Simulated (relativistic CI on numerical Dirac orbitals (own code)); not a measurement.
## Hyperfine structure of Au⁵¹⁺, mass number 197

Computed by Dirac-Coulomb-Breit CI, orbitals from a KLI potential per configuration, model QED, unscaled Slater integrals (own radial code, finite nucleus).

CI space (outside the closed core [Ne]): 3s2 3p6 3d10, 3s2 3p6 3d9 4s, 3s2 3p6 3d9 4p, 3s2 3p6 3d9 4d, 3s2 3p5 3d10 4s, 3s2 3p6 3d9 4f, 3s2 3p5 3d10 4p, 3s2 3p6 3d8 4s2, 3s2 3p5 3d10 4d, 3s2 3p6 3d8 4s 4p, 3s 3p6 3d10 4s, 3s2 3p6 3d9 5s, 3s2 3p5 3d10 4f, 3s2 3p6 3d8 4p2, 3s2 3p6 3d8 4s 4d, 3s2 3p6 3d9 5p. Levels of other configurations are missing.

Nuclear spin I = 3/2, μ = 0.1452 μN, Q = 0.547 b (tables of Stone and Pyykkö). The electronic factors are computed for point nuclear moments, without core polarisation or the Bohr-Weisskopf and QED corrections.

```csv
Level,E (eV),A (MHz),B (MHz)
3s2 3p6 3d9 4s 3D_3,1858.16,44240,-54600
3s2 3p6 3d9 4s 1D_2,1860.25,-34900,-43200
3s2 3p6 3d9 4s 3D_1,1949.57,-45740,-23000
3s2 3p6 3d9 4s 3D_2,1950.87,69420,-46500
3s2 3p6 3d9 4p 3P°_2,1967.11,-7723,-39800
3s2 3p6 3d9 4p 3F°_2,2058.41,28580,-43100
3s2 3p6 3d9 4p 3F°_4,2112.46,5894,38500
3s2 3p6 3d9 4p 1P°_1,2115.86,1944,-5310
```

Levels with J = 0, under 50 % of one LS term, or S terms without an open s electron are left out. Small factors come from cancelling terms and can be off by tens of per cent or more.

At this charge energies of transitions that change n are usually good to better than 1 %, and those within a shell (Δn = 0) to a few per cent.

Question: Give the hyperfine levels of 3s2 3p6 3d9 4s 3D_3 relative to its centre of gravity.

Answer: With K = F(F + 1) − I(I + 1) − J(J + 1), E = AK/2 + B[¾K(K + 1) − I(I + 1)J(J + 1)]/[2I(2I − 1)J(2J − 1)]: F = 3/2: -298200, F = 5/2: -146600, F = 7/2: 27310, F = 9/2: 185400 MHz.

LS names give the leading component of a level, which can be under half, so a name can repeat, a term be missing and a line seem to break the LS rules.
